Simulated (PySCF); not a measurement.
C₂H₈O₂Si, SMILES CO[Si@@H](C)O.

The structure is a stationary point at PBE-D3(BJ)/def2-SVP. The structure was generated by enumeration; whether it is a known compound was not checked. Other conformers were not sampled.

Level of theory: PBE-D3(BJ)/def2-SVP run with PySCF.

Frequencies are harmonic and unscaled.

| mode | ν (cm⁻¹) | IR (km/mol) | moving atoms (share of kinetic energy) |
|---|---|---|---|
| 1 | 74 | 2.0 | C 38 %, H 31 %, O 30 % |
| 2 | 92 | 0.1 | H 96 % |
| 3 | 130 | 0.6 | H 94 % |
| 4 | 159 | 4.3 | C 49 %, H 31 %, O 17 % |
| 5 | 232 | 2.2 | O 41 %, H 30 %, C 17 %, Si 12 % |
| 6 | 263 | 37.2 | H 44 %, O 39 %, Si 9 % |
| 7 | 313 | 51.1 | H 64 %, O 18 %, Si 12 % |
| 8 | 381 | 54.1 | O 50 %, Si 25 %, H 23 % |
| 9 | 635 | 9.5 | H 46 %, C 33 %, O 18 % |
| 10 | 685 | 63.4 | H 62 %, C 16 %, Si 15 % |
| 11 | 735 | 22.9 | H 63 %, C 21 %, Si 9 % |
| 12 | 741 | 37.4 | H 35 %, Si 23 %, O 23 %, C 20 % |
| 13 | 812 | 3.9 | H 53 %, O 35 %, Si 8 % |
| 14 | 831 | 134.8 | H 73 %, C 10 %, O 10 % |
| 15 | 885 | 288.4 | H 63 %, Si 25 % |
| 16 | 920 | 125.3 | H 50 %, Si 33 %, O 14 % |
| 17 | 1114 | 167.2 | O 40 %, C 34 %, H 25 % |
| 18 | 1136 | 0.2 | H 76 %, C 19 % |
| 19 | 1169 | 85.9 | H 53 %, C 23 %, O 23 % |
| 20 | 1221 | 42.9 | H 76 %, C 23 % |
| 21 | 1379 | 2.3 | H 96 % |
| 22 | 1381 | 4.1 | H 96 % |
| 23 | 1421 | 3.8 | H 93 % |
| 24 | 1425 | 1.3 | H 94 % |
| 25 | 1426 | 9.5 | H 94 % |
| 26 | 2185 | 156.5 | H 97 % |
| 27 | 2915 | 69.7 | H 97 % |
| 28 | 2980 | 1.7 | H 97 % |
| 29 | 2984 | 40.7 | H 91 %, C 9 % |
| 30 | 3032 | 32.2 | H 91 %, C 9 % |
| 31 | 3080 | 2.9 | H 91 %, C 9 % |
| 32 | 3084 | 2.7 | H 91 %, C 9 % |
| 33 | 3761 | 63.5 | H 94 % |
